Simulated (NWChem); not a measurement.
The numbers come from NWChem runs, not from measurements. System: C₂HCl₂, charge 0, spin multiplicity 2, at a geometry optimised with UPBE/def2-SVP. The structure started from a generated list of species. Its SCF solution wasn't tested for a lower state. Level: UB2PLYP/3-21G, 12 core orbitals frozen.

The NWChem input:

```
start mol
memory heap 200 mb stack 900 mb global 1100 mb
geometry units angstroms nocenter noautoz
  Cl    -1.834698     0.142958     0.000000
  C     -0.413194     1.016152     0.000000
  C      0.890275     0.757998     0.000000
  Cl     1.569821    -0.861095     0.000000
  H      1.640428     1.563436     0.000000
  symmetry group Cs
end
basis spherical
  * library 3-21g
end
dft
  xc hfexch 0.53 becke88 0.47 lyp 0.73 mp2 0.27
  dftmp2
  odft
  mult 2
  semidirect memsize 60000000 filesize 0
  iterations 100
end
mp2
  freeze core 12
end
task dft energy
```

Part of the output:

```
             Northwest Computational Chemistry Package (NWChem) 7.3.0
             --------------------------------------------------------

                                NWChem Input Module
                                -------------------

 Scaling coordinates for geometry "geometry" by  1.889725989
 (inverse scale =  0.529177249)

 Turning off AUTOSYM since
 SYMMETRY directive was detected!

                             Geometry "geometry" -> ""
                             -------------------------

 Output coordinates in angstroms (scale by  1.889725989 to convert to a.u.)

  No.       Tag          Charge          X              Y              Z
 ---- ---------------- ---------- -------------- -------------- --------------
    1 Cl                  17.0000    -1.83469800     0.14295800     0.00000000
    2 C                    6.0000    -0.41319400     1.01615200     0.00000000
    3 C                    6.0000     0.89027500     0.75799800     0.00000000
    4 Cl                  17.0000     1.56982100    -0.86109500     0.00000000
    5 H                    1.0000     1.64042800     1.56343600     0.00000000

 Effective nuclear repulsion energy (a.u.)     170.0887310044

            Nuclear Dipole moment (a.u.)
            ----------------------------
        X                 Y               Z
 ---------------- ---------------- ----------------
     0.0000094486     0.0000132281     0.0000000000

      Symmetry information
      --------------------

 Group name             Cs
 Group number              2
 Group order               2
 No. of unique centers     5

      Symmetry unique atoms

     1    2    3    4    5


 Summary of "ao basis" -> "" (spherical)
 ------------------------------------------------------------------------------
       Tag                 Description            Shells   Functions and Types
 ---------------- ------------------------------  ------  ---------------------
 *                           3-21g                    on all atoms

  dft_input: which_mp2 not specified, using semidirect MP2 by default.

                                 NWChem DFT Module
                                 -----------------

 Summary of "ao basis" -> "ao basis" (spherical)
 ------------------------------------------------------------------------------
       Tag                 Description            Shells   Functions and Types
 ---------------- ------------------------------  ------  ---------------------
 Cl                          3-21g                   7       13   4s3p
 C                           3-21g                   5        9   3s2p
 H                           3-21g                   2        2   2s

 Summary of "ao basis" -> "ao basis" (spherical)
 ------------------------------------------------------------------------------
       Tag                 Description            Shells   Functions and Types
 ---------------- ------------------------------  ------  ---------------------
 Cl                          3-21g                   7       13   4s3p
 C                           3-21g                   5        9   3s2p
 H                           3-21g                   2        2   2s

      Symmetry analysis of basis
      --------------------------

        a'         36
        a"         10

            General Information
            -------------------
          SCF calculation type: DFT
          Wavefunction type:  spin polarized.
          No. of atoms     :     5
          No. of electrons :    47
           Alpha electrons :    24
            Beta electrons :    23
          Charge           :     0
          Spin multiplicity:     2
          Use of symmetry is: on ; symmetry adaption is: on
          Maximum number of iterations: 100
          AO basis - number of functions:    46
                     number of shells:    26
          Convergence on energy requested:  1.00D-06
          Convergence on density requested:  1.00D-05
          Convergence on gradient requested:  5.00D-04

              XC Information
              --------------
                     Hartree-Fock (Exact) Exchange  0.530
                    Becke 1988 Exchange Functional  0.470
              Lee-Yang-Parr Correlation Functional  0.730

             Grid Information
             ----------------
          Grid used for XC integration:  medium
          Radial quadrature: Mura-Knowles
          Angular quadrature: Lebedev.
          Tag              B.-S. Rad. Rad. Pts. Rad. Cut. Ang. Pts.
          ---              ---------- --------- --------- ---------
          Cl                  1.00       88          10.0       590
          C                   0.70       49           8.0       434
          H                   0.35       45          10.0       434
          Grid pruning is: on
          Number of quadrature shells:   319
          Spatial weights used:  Erf1

          Convergence Information
          -----------------------
          Convergence aids based upon iterative change in
          total energy or number of iterations.
          Levelshifting, if invoked, occurs when the
          HOMO/LUMO gap drops below (HL_TOL):  1.00D-02
          DIIS, if invoked, will attempt to extrapolate
          using up to (NFOCK): 10 stored Fock matrices.

                    Damping( 0%)  Levelshifting(0.5)       DIIS
                  --------------- ------------------- ---------------
          dE  on:    start            ASAP                start
          dE off:    2 iters        100 iters           100 iters

      Screening Tolerance Information
      -------------------------------
[...]
    21      0.462352  2 C  py                10      0.415311  1 Cl s
    29      0.398927  3 C  px                30     -0.288846  3 C  py

                     DFT Final Beta Molecular Orbital Analysis
                     -----------------------------------------

 Vector   21  Occ=1.000000D+00  E=-4.249473D-01  Symmetry=a"
              MO Center=  1.5D-01, -3.0D-01, -4.7D-16, r^2= 4.1D+00
   Bfn.  Coefficient  Atom+Function         Bfn.  Coefficient  Atom+Function
  ----- ------------  ---------------      ----- ------------  ---------------
    40     -0.442921  4 Cl pz                 9      0.403986  1 Cl pz
    44     -0.340016  4 Cl pz                13      0.309776  1 Cl pz
    36      0.204253  4 Cl pz                 5     -0.184629  1 Cl pz
    31     -0.164514  3 C  pz                27     -0.138759  3 C  pz
    22      0.045116  2 C  pz

 Vector   22  Occ=1.000000D+00  E=-3.881936D-01  Symmetry=a'
              MO Center=  1.5D+00, -7.0D-01, -3.5D-16, r^2= 1.7D+00
   Bfn.  Coefficient  Atom+Function         Bfn.  Coefficient  Atom+Function
  ----- ------------  ---------------      ----- ------------  ---------------
    38      0.545336  4 Cl px                42      0.448606  4 Cl px
    39      0.268725  4 Cl py                34     -0.250478  4 Cl px
    43      0.204350  4 Cl py                19      0.195773  2 C  s
    46     -0.135531  5 H  s                 35     -0.122910  4 Cl py
    28     -0.121280  3 C  s                 20      0.112213  2 C  px

 Vector   23  Occ=1.000000D+00  E=-3.145343D-01  Symmetry=a"
              MO Center=  4.3D-01,  2.3D-01,  4.1D-16, r^2= 3.1D+00
   Bfn.  Coefficient  Atom+Function         Bfn.  Coefficient  Atom+Function
  ----- ------------  ---------------      ----- ------------  ---------------
    40     -0.365070  4 Cl pz                31      0.356785  3 C  pz
    44     -0.338879  4 Cl pz                27      0.322331  3 C  pz
     9     -0.258308  1 Cl pz                13     -0.239715  1 Cl pz
    18      0.238460  2 C  pz                22      0.237983  2 C  pz
    36      0.165821  4 Cl pz                 5      0.116537  1 Cl pz

 Vector   24  Occ=0.000000D+00  E=-5.307832D-02  Symmetry=a'
              MO Center= -2.6D-01,  9.1D-01,  4.9D-17, r^2= 2.7D+00
   Bfn.  Coefficient  Atom+Function         Bfn.  Coefficient  Atom+Function
  ----- ------------  ---------------      ----- ------------  ---------------
    21      0.485335  2 C  py                19      0.379164  2 C  s
    17      0.342803  2 C  py                43      0.326093  4 Cl py
    12     -0.259373  1 Cl py                 8     -0.237748  1 Cl py
    28     -0.234812  3 C  s                 30      0.215752  3 C  py
    39      0.215382  4 Cl py                41      0.206717  4 Cl s

 Vector   25  Occ=0.000000D+00  E= 6.326060D-02  Symmetry=a"
              MO Center=  1.7D-02,  8.5D-01,  4.5D-16, r^2= 2.1D+00
   Bfn.  Coefficient  Atom+Function         Bfn.  Coefficient  Atom+Function
  ----- ------------  ---------------      ----- ------------  ---------------
    22      0.762366  2 C  pz                31     -0.652728  3 C  pz
    18      0.403608  2 C  pz                27     -0.331962  3 C  pz
    13     -0.237446  1 Cl pz                 9     -0.175583  1 Cl pz
    44      0.164696  4 Cl pz                40      0.118866  4 Cl pz
     5      0.075320  1 Cl pz                36     -0.051427  4 Cl pz

 Vector   26  Occ=0.000000D+00  E= 1.022810D-01  Symmetry=a'
              MO Center= -1.9D-01,  2.0D-01,  1.1D-16, r^2= 4.0D+00
   Bfn.  Coefficient  Atom+Function         Bfn.  Coefficient  Atom+Function
  ----- ------------  ---------------      ----- ------------  ---------------
    19      1.115751  2 C  s                 11     -0.641258  1 Cl px
    43     -0.621433  4 Cl py                28      0.577074  3 C  s
    10     -0.565932  1 Cl s                 30     -0.536955  3 C  py
    20     -0.493932  2 C  px                41     -0.464464  4 Cl s
    12     -0.455711  1 Cl py                29      0.367488  3 C  px

   alpha - beta orbital overlaps
   -----------------------------

   alpha      1      2      3      4      5      6      7      8      9     10
    beta      1      2      4      3      5      6      7      9      8     10
 overlap   1.000  1.000  0.991  0.991  1.000  1.000  0.966  0.966  1.000  0.998

   alpha     11     12     13     14     15     16     17     18     19     20
    beta     12     11     13     14     15     16     17     18     19     20
 overlap   0.998  1.000  0.994  0.996  0.992  0.980  0.865  0.863  0.984  0.942

   alpha     21     22     23     24     25     26     27     28     29     30
    beta     21     22     24     23     25     26     27     28     29     30
 overlap   0.987  0.999  0.920  0.980  0.978  0.982  0.984  0.992  0.997  0.999

   alpha     31     32     33     34     35     36     37     38     39     40
    beta     31     32     33     34     35     36     37     39     38     40
 overlap   0.993  0.999  0.998  0.987  0.996  0.999  0.974  0.777  0.953  0.769

   alpha     41     42     43     44     45     46
    beta     41     42     43     44     45     46
 overlap   0.953  0.984  0.999  0.999  0.998  0.998

     --------------------------
     Expectation value of S2:
     --------------------------
      <S2> =      0.7980 (Exact =     0.7500)

 center of mass
 --------------
 x =  -0.03750189 y =  -0.04472174 z =   0.00000000

 moments of inertia (a.u.)
 ------------------
         172.622803383554         181.559256663725           0.000000000000
         181.559256663725         778.916232760878           0.000000000000
           0.000000000000           0.000000000000         951.539036144432

     Multipole analysis of the density
     ---------------------------------

     L   x y z        total         alpha         beta         nuclear
     -   - - -        -----         -----         ----         -------
     0   0 0 0     -0.000000    -24.000000    -23.000000     47.000000

     1   1 0 0      0.065750      0.759847     -0.694107      0.000009
     1   0 1 0      0.458254     -0.841688      1.299929      0.000013
     1   0 0 1      0.000000      0.000000      0.000000      0.000000

     2   2 0 0    -27.053279   -207.278058   -203.981199    384.205979
     2   1 1 0      2.059503     44.372630     41.051189    -83.364316
     2   1 0 1      0.000000      0.000000      0.000000      0.000000
     2   0 2 0    -26.812485    -62.016447    -54.214611     89.418573
     2   0 1 1      0.000000      0.000000      0.000000      0.000000
     2   0 0 2    -28.466578    -14.554949    -13.911629      0.000000

                   NWChem MP2 Semi-direct Energy/Gradient Module
                   ---------------------------------------------

  Basis functions       =     46
  Molecular orbitals    =     46
  Frozen core           =     12
  Frozen virtuals       =      0
  Active alpha occupied =     12
  Active beta occupied  =     11
  Active alpha virtual  =     22
  Active beta virtual   =     23
  Use MO symmetry       = T
  Use skeleton AO sym   = T

  AO/Fock/Back tols     =   1.0D-09  1.0D-09  1.0D-09

 GA uses MA = F    GA memory limited = T

 Available:
  local mem=  4.43D+07
 global mem=  1.44D+08
 local disk=  0.00D+00
  mp2_memr nvloc                    22
  nvloc new                    22
   1 passes of  12:        2097152                       6740                    923722.
   1 passes of  12: M     44324402           G      144174968           F      42227250.

 Semi-direct pass number   1 of   1  for UHF alpha       at        1.0s
  vrange nnbf                  1025
  mp2_eaftype                    10  avail_ma_in_mb                   386
 EAF : mp2_eaftype filesize          10     461861.
  mp2_eaf for mointskh                     10
Node 0 wrote      2.2 Mb in      0.0 s     Agg I/O rate:  2026.6 Mb/s
 Done moints_semi at        1.2s
  mp2_eaftype                    10  avail_ma_in_mb                   386
 EAF : mp2_eaftype filesize          10     461861.
  mp2_eaf for kh                    10
 Done maket at        1.2s
 Done multipass loop at        1.2s

 GA uses MA = F    GA memory limited = T

 Available:
  local mem=  4.43D+07
 global mem=  1.44D+08
 local disk=  0.00D+00
  mp2_memr nvloc                    23
  nvloc new                    23
   1 passes of  11:        2097152                       6639                    885387.
   1 passes of  11: M     44324402           G      144174968           F      42227250.

 Semi-direct pass number   1 of   1  for UHF beta        at        1.2s
  vrange nnbf                  1025
  mp2_eaftype                    10  avail_ma_in_mb                   386
 EAF : mp2_eaftype filesize          10     442694.
  mp2_eaf for mointskh                     10
Node 0 wrote      2.1 Mb in      0.0 s     Agg I/O rate:  2047.2 Mb/s
 Done moints_semi at        1.3s
  mp2_eaftype                    10  avail_ma_in_mb                   386
 EAF : mp2_eaftype filesize          10     442694.
  mp2_eaf for kh                    10
 Done maket at        1.3s
 Done multipass loop at        1.3s

          -------------------------------------------
          DFT energy                    -991.686991118777
          Unscaled MP2 energy             -0.323728268325
          Total DFT+MP2 energy          -991.774397751225
          -------------------------------------------

 -----------------------
 Performance information
 -----------------------

 Timer overhead =  9.57D-08 seconds/call

               Nr. of calls         CPU time (s)                 Wall time (s)                GFlops
             ---------------    -------------------     ------------------------------   -------------------
Name         Min   Avg   Max    Min     Avg     Max     Min     Avg     Max   Mx/calls   Min     Max     Sum
mp2: moin     2     2     2   0.23    0.23    0.23     0.23    0.23    0.23    0.12      0.0     0.0     0.0
mp2: make     2     2     2   1.67E-2 1.67E-2 1.67E-2  1.67E-2 1.67E-2 1.67E-2 8.34E-3   0.0     0.0     0.0
mp2: tota     1     1     1   0.25    0.25    0.25     0.25    0.25    0.25    0.25      0.0     0.0     0.0

 The average no. of pstat calls per process was 5.00D+00
 with a timing overhead of 4.78D-07s

 Task  times  cpu:        1.3s     wall:        1.3s

 Total times  cpu:        1.3s     wall:        1.3s
```
